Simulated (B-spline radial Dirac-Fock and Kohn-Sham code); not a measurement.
Form factor and incoherent scattering function of Ce⁴²⁺

System: cerium as Ce⁴²⁺, [Ne] 3s2 3p4.

The computed values come from an atomic code on a B-spline grid: configuration-average Dirac-Fock orbitals. f₀ is the Fourier transform of the spherical electron density, S the Waller-Hartree incoherent function, and s = sin θ/λ.

```
s (Å⁻¹)      f₀       S
      0  16.000   0.000
   0.05  15.991   0.011
    0.1  15.962   0.045
   0.15  15.915   0.101
    0.2  15.850   0.178
   0.25  15.766   0.276
    0.3  15.665   0.394
   0.35  15.547   0.531
    0.4  15.413   0.685
   0.45  15.263   0.856
    0.5  15.099   1.041
    0.6  14.731   1.450
    0.7  14.316   1.900
    0.8  13.863   2.377
    0.9  13.381   2.870
      1  12.880   3.368
    1.1  12.367   3.861
    1.2  11.851   4.343
    1.4  10.839   5.249
    1.6   9.889   6.062
    1.8   9.034   6.778
      2   8.286   7.405
    2.5   6.869   8.682
      3   5.921   9.697
    3.5   5.201  10.558
      4   4.563  11.309
      5   3.410  12.511
      6   2.508  13.354
```

f₀ starts at the number of electrons, 16, and has fallen to half at s ≈ 2.10 Å⁻¹. The sum of ⟨r²⟩ over the electrons is 0.5140 bohr².
